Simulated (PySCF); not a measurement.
Correlation energy of O²⁺ (oxygen, charge +2)

[He] 2s1 2p2 3d1, one real determinant (an excited configuration). All numbers are calculated (PySCF 2.14, scalar relativity by spin-free X2C-1e, in x2c-TZVPPall with one added diffuse shell each of s, p, d type (6s4p3d1f, 40 functions)). Frozen: nothing; 6 electrons correlated.

```
  level  correlation energy (mhartree)
   CCSD                         -43.10
    (T)                          -2.44
CCSD(T)                         -45.54
```

Diagnostics: T1 = 0.0082, D1 = 0.0277, largest double amplitude 0.264.

Is a single reference adequate?

Not fully. The real determinant used has ⟨L²⟩ near 8 against 12 for a pure F term, so it mixes terms. The outer electron is Rydberg-like, and this basis confines it to a smaller radius and binds it less than a complete one would. A double-excitation amplitude exceeds 0.15, a sign of near-degeneracy.

The reference is one real determinant that mixes LS terms of this configuration.

This basis was not built for core-valence correlation, so the inner-shell part is incomplete.
